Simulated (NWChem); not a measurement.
# C4H5 cation

```xyz
9

C     -0.1878    -1.8558     0.0000
C      0.1600    -0.6148     0.0000
C      0.5499     0.7097     0.0000
C     -0.4112     1.7022     0.0000
H     -0.3429    -2.4136    -0.9486
H     -0.3429    -2.4136     0.9486
H      1.6287     0.9534     0.0000
H     -1.4879     1.4585     0.0000
H     -0.1202     2.7676     0.0000
```
Atoms are numbered in this order, from 1.

Computed with NWChem. The geometry was optimised at PBE-D3(BJ)/def2-SVP.

### Question
Estimate the computed values for PBE0/aug-cc-pVDZ. Quantities: highest occupied level (eV); orbital gap (eV).

### Answer
highest occupied level (eV): -14.43
orbital gap (eV): 4.93
